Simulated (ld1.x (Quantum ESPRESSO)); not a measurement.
**Which change was made? (W, TM)**

W, norm-conserving Troullier–Martins (Kleinman–Bylander form), made with ld1.x (Quantum ESPRESSO) 7.5 (PBE, scalar-relativistic). Core [Kr] 4d10 4f14, reference 5s2 5p6 5d4 6s0 6p0 (charge +2). Waves: 5p (bound): rc 1.60 bohr; 5d (bound): rc 1.70 bohr; 5s (bound): rc 1.45 bohr. Local part: the s channel. Core correction: Bessel-smoothed model core inside 0.80 bohr.

Cutoffs, loose and tight: the cutoffs (Ry, on a coarse ladder) from which the occupation-weighted sum of valence levels, in a spherical-Bessel basis at the reference potential, stays within 10 and 1 mRy of its value at 400 Ry. They do not see the model core or the augmentation charge, which bear on the density cutoff. Test errors are all-electron minus pseudo excitation energies from the reference, over the configurations 5s2 5p6 5d4 6s2 6p0; 5s2 5p6 5d4 6s1 6p0; 5s2 5p6 5d3 6s0 6p0; 5s1 5p6 5d4 6s2 6p0; 5s2 5p6 5d2 6s0 6p0; 5s2 5p6 5d4 6s0 6p1; 5s2 5p5 5d4 6s2 6p0; variants that change the core or the reference have their own tests.

The base gives: outcome: generated; cutoff, loose: 80 Ry; cutoff, tight: 120 Ry; bound ghosts: none; largest test error (meV): +1686.

On the changes marked as counting shells twice: ld1.x takes every shell without a wave as core, so the model core holds the marked electrons as well and exchange and correlation see them twice. This cancels in the reference configuration, but the file is broken for other ones, and its errors say nothing about a proper core correction.

Problem. After one change the result is: outcome: generated, misses its reference levels by 0.58 eV; cutoff, loose: 80 Ry; cutoff, tight: 120 Ry; bound ghosts: none; largest test error (meV): -3187. Which change was it?
A. all radii but the core radius scaled by about 1.29 (s 1.88, p 2.06, d 2.20 bohr)
B. reference 5s2 5p6 5d4 6s2 6p0 (6s counted twice)
C. all radii but the core radius scaled by about 1.17 (s 1.70, p 1.88, d 1.98 bohr)

Solution. B. The others give: all radii but the core radius scaled by about 1.29 (s 1.88, p 2.06, d 2.20 bohr) → outcome: generated; cutoff, loose: 35 Ry; cutoff, tight: 55 Ry; bound ghosts: none; largest test error (meV): +8442 | all radii but the core radius scaled by about 1.17 (s 1.70, p 1.88, d 1.98 bohr) → outcome: generated; cutoff, loose: 50 Ry; cutoff, tight: 70 Ry; bound ghosts: none; largest test error (meV): +4998.
